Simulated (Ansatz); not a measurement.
Process, species as SMILES: [H]/[C]=C\Cl → 2 C atom + Cl atom + 2 H atom
B3LYP-D3(BJ)/def2-TZVP geometries, fixed; electronic energies without zero-point terms.

Energies in hartree at PBE with Ansatz (a quantum-chemistry and plane-wave program); the atomisation energy is their sum with the coefficients shown, times 627.509 kcal/mol a hartree. All functions are spherical. The program fits the integrals of some runs and decomposes those of others, by size. Open shells are unrestricted. No added dispersion term, no relativity.

```
species       coefficient  part  cc-pV(D+d)Z  cc-pV(T+d)Z  cc-pV(Q+d)Z
------------  -----------  ----  -----------  -----------  -----------
[H]/[C]=C\Cl           -1   PBE   -537.21915   -537.26016   -537.27004
C atom                 +2   PBE    -37.78854    -37.79492    -37.79717
Cl atom                +1   PBE   -459.94929   -459.96552   -459.96943
H atom                 +2   PBE     -0.49863     -0.49962     -0.49985
```

### Question
Predict the atomisation energy in cc-pV(5+d)Z (X = 5): let each PBE step shrink by the ratio of the last two. Compare with the run.

### Answer

- [H]/[C]=C\Cl: steps -0.04101 and -0.00988, ratio 0.241, so PBE -537.27242 (run: -537.27562).
- C atom: steps -0.00638 and -0.00225, ratio 0.353, so PBE -37.79796 (run: -37.79840).
- Cl atom: steps -0.01623 and -0.00391, ratio 0.241, so PBE -459.97037 (run: -459.97270).
- H atom: steps -0.00099 and -0.00023, ratio 0.232, so PBE -0.49990 (run: -0.49997).
Predicted 443.23 kcal/mol; the run in cc-pV(5+d)Z gives 443.13, a miss of 0.09. Keeping the value in cc-pV(Q+d)Z, 443.38, would miss by 0.24. All sums are of the energies as printed.
